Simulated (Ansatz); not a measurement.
B₂ClH₄NO (`BOB(N)Cl`), 9 atoms. Charge 0, multiplicity 1. All runs use 2 threads of an Arm Neoverse V2 on a shared host. Correlated methods freeze the cores.

Question: Give the basis size and wall time and peak host memory of each of these runs in Ansatz. RKS PBE0-D4/def2-QZVPP energy; RKS PBE0-D4/def2-TZVP frequencies; RKS r2SCAN0-D4/def2-TZVPP energy; RKS ωB97X-V/def2-TZVPP energy; RKS ωB97M-V/def2-QZVPP energy; RHF-MP2/def2-QZVPP energy; RKS ωB97M-V/def2-SVP energy; RKS SPW92 (LDA)/def2-TZVPP energy; direct RPA on PBE orbitals/def2-TZVPP energy; RKS PBE0-D4/def2-TZVP relaxation (34 steps); RHF-CCSD(T)/def2-SVP energy; RKS PBE0-D4/def2-SVP energy. (Estimate.)

Answer: Ansatz gave: Other jobs shared the machine, so times are rough.

```
                                level                    job  functions  wall time  peak host memory (GiB)
                 RKS PBE0-D4/def2-SVP                 energy         94        1 s                    0.18
           RKS SPW92 (LDA)/def2-TZVPP                 energy        222      1.4 s                    0.25
                 RHF-CCSD(T)/def2-SVP                 energy         94        4 s                    0.35
                 RKS ωB97M-V/def2-SVP                 energy         94      4.4 s                    0.26
direct RPA on PBE orbitals/def2-TZVPP                 energy        222      5.5 s                    0.52
            RKS r2SCAN0-D4/def2-TZVPP                 energy        222      5.5 s                    0.48
               RKS PBE0-D4/def2-QZVPP                 energy        418      8.5 s                     1.1
               RKS ωB97X-V/def2-TZVPP                 energy        222       10 s                    0.56
               RKS ωB97M-V/def2-QZVPP                 energy        418       24 s                     1.4
                   RHF-MP2/def2-QZVPP                 energy        418       24 s                     2.1
                RKS PBE0-D4/def2-TZVP  relaxation (34 steps)        185      2 min                    0.42
                RKS PBE0-D4/def2-TZVP            frequencies        185    2.3 min                    0.41
```
